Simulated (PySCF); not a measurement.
IZn (SMILES [Zn][I]), doublet, at a GFN2-xTB geometry (such geometries of metal compounds can be far from the true shape) (the spin is typed, not shown lowest) (core potentials on I). Base run: PBE/def2-SVPD run with PySCF.

Input for PySCF:
```python
from pyscf import gto, scf, dft, solvent

mol = gto.Mole()
mol.atom = '''
    Zn   -0.00000000   -0.00000000   -1.67739891
    I     0.00000000    0.00000000    0.94947108
'''
mol.basis = 'def2-svpd'
mol.ecp = {'I': 'def2-svpd'}
mol.spin = 1
mol.verbose = 3
mol.build()

mf = dft.UKS(mol)
mf.xc = 'pbe'
mf.kernel()
```

Variants of this job, named by their change:

```tsv
change	ΔE vs base (kcal/mol)	dipole (D)
base	0.000	2.68
model = IEF-PCM; solvent = water	-14.47	6.20
model = IEF-PCM; solvent = water; vdw_scale = 1.4	-6.62	4.91
model = IEF-PCM; solvent = tetrahydrofuran	-11.48	5.41
model = IEF-PCM; solvent = dichloromethane	-11.99	5.54
model = IEF-PCM; solvent = water; vdw_scale = 1.1	-22.40	7.10
model = IEF-PCM; solvent = acetonitrile	-14.06	6.09
model = COSMO; solvent = water	-14.40	6.18
model = C-PCM; solvent = water	-14.54	6.22
model = IEF-PCM; solvent = water; vdw_scale = 1.0	-35.29	8.09
model = IEF-PCM; solvent = dimethylsulfoxide	-14.24	6.14
model = ddCOSMO; solvent = water	-17.97	6.80
```

The base is the gas phase, so ΔE is the electrostatic part of solvation at a fixed geometry, without cavity and dispersion terms.

Open shells are given as the SCF converged; they aren't shown to be the lowest states, and a large step between rows can be another state.
